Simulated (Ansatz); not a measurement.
Ansatz results at the PBE0-D4/def2-TZVP geometry: LUMO energy (B3LYP/def2-TZVPP) -2.07 eV; HOMO energy (ωB97M-V/def2-TZVPP) -8.27 eV; LUMO energy (ωB97M-V/def2-TZVPP) 0.08 eV.

Each molecule was computed in one conformer, which needn't be the lowest.

(1) Which molecule gave them?
A. `OC(O)I`
B. `BC(=C)N1C[SiH2]1`
C. `[CH3][Zn][CH2]Cl`
D. `BC1=NC([SiH3])C1`

Answers

(1) B. The others give `[CH3][Zn][CH2]Cl`: -0.67, -9.25, 0.96; `OC(O)I`: -1.24, -9.50, 1.01; `BC1=NC([SiH3])C1`: -2.79, -10.07, -0.57.

B3LYP here is the variant with VWN-RPA as its local correlation; programs differ in this.
